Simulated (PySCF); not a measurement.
# EPR parameters of anthracene cation

Compound: anthracene cation, C₁₄H₁₀ (charge +1 and doublet state).
Bonds: C1–C2, C2–C3 (aromatic), C3–C4 (aromatic), C4–C5 (aromatic), C5–C6 (aromatic), C6–C7 (aromatic), C7–C8, C8–C9, C9–C10 (aromatic), C10–C11 (aromatic), C11–C12 (aromatic), C12–C13 (aromatic), C13–C14 (aromatic), C1–C14, C2–C7 (aromatic), C9–C14 (aromatic). Hydrogens: H15 on C1; H16 on C3; H17 on C4; H18 on C5; H19 on C6; H20 on C8; H21 on C10; H22 on C11; H23 on C12; H24 on C13.

The species is `[CH]1c2ccccc2[CH+]c2ccccc21` (anthracene cation) [radical] (charge +1).

Computed with PySCF 2.14.0, UKS B3LYP, IGLO-III on C, pcH-1 on H, non-relativistic, mean-field spin-orbit, GIAO. Geometry: PBE0-D3(BJ)/def2-SVP; no solvent, vibrations or thermal averaging. The SCF solution wasn't tested for stability. No frequencies were computed at this geometry's level, so the symmetric structure isn't shown to be a minimum.

| Item | Value |
| --- | --- |
| g1, g2, g3 | 2.00215, 2.00246, 2.00294 |
| g_iso | 2.00252 |
| Form of g | rhombic: the two nearest values differ by 39 % of g3 − g1 |
| ⟨S²⟩ | 0.7645 (exact 0.7500) |
| HOMO–LUMO gap, α and β orbitals | 3.38, 2.60 eV |

Hyperfine couplings atom by atom, in 10⁻⁴ cm⁻¹; T1 to T3 are the principal values of the dipolar part; ρ(0) is the spin density at the nucleus (1 × 10⁻⁴ cm⁻¹ = 2.998 MHz):

```json
{"atom": "C1", "isotope": "13C", "a_iso": "7.1", "T1": "-7.6", "T2": "-7.5", "T3": "15.1", "Mulliken spin population": "0.28", "ρ(0) (bohr⁻³)": "0.0190"}
{"atom": "C2", "isotope": "13C", "a_iso": "-4.1", "T1": "-2.1", "T2": "0.8", "T3": "1.3", "Mulliken spin population": "-0.05", "ρ(0) (bohr⁻³)": "-0.0108"}
{"atom": "C3", "isotope": "13C", "a_iso": "3.0", "T1": "-3.9", "T2": "-3.7", "T3": "7.6", "Mulliken spin population": "0.14", "ρ(0) (bohr⁻³)": "0.0081"}
{"atom": "C4", "isotope": "13C", "a_iso": "-0.6", "T1": "-1.3", "T2": "-1.1", "T3": "2.4", "Mulliken spin population": "0.04", "ρ(0) (bohr⁻³)": "-0.0016"}
{"atom": "C5", "isotope": "13C", "a_iso": "-0.6", "T1": "-1.3", "T2": "-1.1", "T3": "2.4", "Mulliken spin population": "0.04", "ρ(0) (bohr⁻³)": "-0.0016"}
{"atom": "C6", "isotope": "13C", "a_iso": "3.0", "T1": "-3.9", "T2": "-3.7", "T3": "7.6", "Mulliken spin population": "0.14", "ρ(0) (bohr⁻³)": "0.0081"}
{"atom": "C7", "isotope": "13C", "a_iso": "-4.1", "T1": "-2.1", "T2": "0.8", "T3": "1.3", "Mulliken spin population": "-0.05", "ρ(0) (bohr⁻³)": "-0.0108"}
{"atom": "C8", "isotope": "13C", "a_iso": "7.1", "T1": "-7.6", "T2": "-7.5", "T3": "15.1", "Mulliken spin population": "0.28", "ρ(0) (bohr⁻³)": "0.0190"}
{"atom": "C9", "isotope": "13C", "a_iso": "-4.1", "T1": "-2.1", "T2": "0.8", "T3": "1.3", "Mulliken spin population": "-0.05", "ρ(0) (bohr⁻³)": "-0.0108"}
{"atom": "C10", "isotope": "13C", "a_iso": "3.1", "T1": "-3.9", "T2": "-3.7", "T3": "7.6", "Mulliken spin population": "0.14", "ρ(0) (bohr⁻³)": "0.0081"}
{"atom": "C11", "isotope": "13C", "a_iso": "-0.6", "T1": "-1.3", "T2": "-1.1", "T3": "2.4", "Mulliken spin population": "0.04", "ρ(0) (bohr⁻³)": "-0.0016"}
{"atom": "C12", "isotope": "13C", "a_iso": "-0.6", "T1": "-1.3", "T2": "-1.1", "T3": "2.4", "Mulliken spin population": "0.04", "ρ(0) (bohr⁻³)": "-0.0016"}
{"atom": "C13", "isotope": "13C", "a_iso": "3.0", "T1": "-3.9", "T2": "-3.7", "T3": "7.6", "Mulliken spin population": "0.14", "ρ(0) (bohr⁻³)": "0.0081"}
{"atom": "C14", "isotope": "13C", "a_iso": "-4.1", "T1": "-2.1", "T2": "0.8", "T3": "1.3", "Mulliken spin population": "-0.05", "ρ(0) (bohr⁻³)": "-0.0108"}
{"atom": "H15", "isotope": "1H", "a_iso": "-6.2", "T1": "-3.2", "T2": "-0.6", "T3": "3.8", "Mulliken spin population": "-0.01", "ρ(0) (bohr⁻³)": "-0.0041"}
{"atom": "H16", "isotope": "1H", "a_iso": "-3.2", "T1": "-1.4", "T2": "-0.6", "T3": "1.9", "Mulliken spin population": "-0.01", "ρ(0) (bohr⁻³)": "-0.0021"}
{"atom": "H17", "isotope": "1H", "a_iso": "-1.1", "T1": "-0.9", "T2": "-0.4", "T3": "1.3", "Mulliken spin population": "0.00", "ρ(0) (bohr⁻³)": "-0.0008"}
{"atom": "H18", "isotope": "1H", "a_iso": "-1.1", "T1": "-0.9", "T2": "-0.4", "T3": "1.3", "Mulliken spin population": "0.00", "ρ(0) (bohr⁻³)": "-0.0008"}
{"atom": "H19", "isotope": "1H", "a_iso": "-3.2", "T1": "-1.4", "T2": "-0.6", "T3": "1.9", "Mulliken spin population": "-0.01", "ρ(0) (bohr⁻³)": "-0.0021"}
{"atom": "H20", "isotope": "1H", "a_iso": "-6.2", "T1": "-3.2", "T2": "-0.6", "T3": "3.8", "Mulliken spin population": "-0.01", "ρ(0) (bohr⁻³)": "-0.0041"}
{"atom": "H21", "isotope": "1H", "a_iso": "-3.2", "T1": "-1.4", "T2": "-0.6", "T3": "2.0", "Mulliken spin population": "-0.01", "ρ(0) (bohr⁻³)": "-0.0021"}
{"atom": "H22", "isotope": "1H", "a_iso": "-1.1", "T1": "-0.9", "T2": "-0.4", "T3": "1.3", "Mulliken spin population": "0.00", "ρ(0) (bohr⁻³)": "-0.0008"}
{"atom": "H23", "isotope": "1H", "a_iso": "-1.1", "T1": "-0.9", "T2": "-0.4", "T3": "1.3", "Mulliken spin population": "0.00", "ρ(0) (bohr⁻³)": "-0.0008"}
{"atom": "H24", "isotope": "1H", "a_iso": "-3.2", "T1": "-1.4", "T2": "-0.6", "T3": "2.0", "Mulliken spin population": "-0.01", "ρ(0) (bohr⁻³)": "-0.0021"}
```

Largest spin populations (Mulliken): C8 (+0.28), C1 (+0.28), C10 (+0.14) and C6 (+0.14).

C1, the radical centre as drawn in `[CH]1c2ccccc2[CH+]c2ccccc21`, holds a spin population of +0.28 out of 1.

Axes: g1 is normal to the molecular plane and g2 points within 1° of the C8–H20 bond.

Under fast tumbling the dipolar parts average out, and these isotropic splittings remain: 2 × 1H (H15/H20, I = 1/2, 3 lines) with 0.66 mT, 4 × 1H (H16/H19/H21/H24, I = 1/2, 5 lines) with 0.34 mT and 4 × 1H (H17/H18/H22/H23, I = 1/2, 5 lines) with 0.12 mT.

The 13C coupling of C1/C8 (mean 21.4 MHz) shows only in satellite lines or after enrichment, since that isotope makes up about 1.07 % of natural carbon.

β density exceeds α density at some nuclei, such as C2/C7/C9/C14 (-0.0108), H15/H20 (-0.0041) and H16/H19/H21/H24 (-0.0021), spin density in bohr⁻³. In a single determinant that takes different orbitals for the two spins, that is spin polarisation.

Time: 7.8 min wall (with the writing of density and orbital grids); peak memory 1.7 GiB. Hardware: one thread of an Arm Neoverse V2, shared host with 96 logical CPUs at a one-minute load of 22.
